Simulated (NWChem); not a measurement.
## Atomisation of H₄F₂Ga₂

```
F
Ga 1 1.9557
H 2 1.5570 1 107.20
H 2 1.5570 3 135.03 1 138.40
Ga 1 1.9557 2 101.28 3 -104.71
H 5 1.5570 1 107.20 2 104.71
H 5 1.5570 6 135.03 1 -138.40
F 2 1.9557 3 107.20 1 -83.20
```
Charge 0, spin multiplicity 1.

All runs are NWChem calculations. The geometry was optimised at B3LYP/def2-SVP, held to D2h symmetry and with no frequency check, so it may be a saddle point.

Basis set: def2-TZVP. The atomisation energy is electronic alone: no zero-point, thermal, spin-orbit or counterpoise terms. No value is extrapolated to the basis-set limit. Free atoms are single determinants with multiplicities Ga 2, F 2, H 2.

The Hamiltonian is non-relativistic. B3LYP has NWChem's definition, with VWN1-RPA local correlation. The structure started from a generated list of species. The stability of the SCF solutions was not checked.

Question: For the atomisation energy, LDA (SVWN5) gives 612.0 kcal/mol and PBE0 gives 522.9 kcal/mol. What do PBE, TPSS, B3LYP give?

Answer: PBE: 529.0 kcal/mol; TPSS: 544.0 kcal/mol; B3LYP: 523.9 kcal/mol.
